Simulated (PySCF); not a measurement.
**Correlation energy of Si (silicon, neutral)**

[Ne] 3s2 3p2, high-spin 3P determinant. Computed with PySCF 2.14 in def2-SVP, with no relativity, point nucleus. Frozen: [Ne]; 4 electrons correlated.

MP2 pair energies summed by pair of shells (mhartree):

```
 pair  energy  share (%)
3s-3p  -25.36       58.3
3s-3s  -14.08       32.4
3p-3p   -4.05        9.3
```

Total MP2 correlation energy: -43.49 mhartree.

Same-spin part -6.91 and opposite-spin part -36.58 mhartree; SCS-MP2 scales them by 1/3 and 6/5 to -46.20 mhartree.

```csv
level,correlation energy (mhartree)
CCSD,-61.46
(T),-0.98
CCSD(T),-62.44
```

Diagnostics: T1 = 0.010, D1 = 0.0230, largest double amplitude 0.112.

Problem. Is a single reference adequate?

Solution. Mostly. T1 lies below 0.03, but a double amplitude of this size points to a near-degeneracy that CCSD handles and MP2 describes poorly.
